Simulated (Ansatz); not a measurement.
Species: CuI, net charge 0, singlet state. 
Structure (B3LYP-D3(BJ)/def2-TZVP (Ansatz, a program for electronic structure) minimum search):
```xyz
2

Cu     0.0000     0.0000    -1.5484
I      0.0000     0.0000     0.8472
```
Charge 0, spin multiplicity 1.

Dipole moments at this geometry, in debye (magnitudes).

```tsv
level	program	dipole (D)
SVWN5/def2-TZVPD	Ansatz	3.71
PBE/def2-TZVPD	Ansatz	3.85
revPBE/def2-TZVPD	Ansatz	3.94
r2SCAN/def2-TZVPD	Ansatz	4.33
B97M-V/def2-TZVPD	Ansatz	4.12
B3LYP/def2-TZVPD	Ansatz	4.35
PBE0/def2-TZVPD	Ansatz	4.69
BHLYP/def2-TZVPD	Ansatz	5.22
r2SCANh/def2-TZVPD	Ansatz	4.60
r2SCAN0/def2-TZVPD	Ansatz	4.96
LC-wPBE/def2-TZVPD	Ansatz	5.27
wB97X-V/def2-TZVPD	Ansatz	5.17
CCSD(T)/def2-SVPD	Ansatz	5.71
```
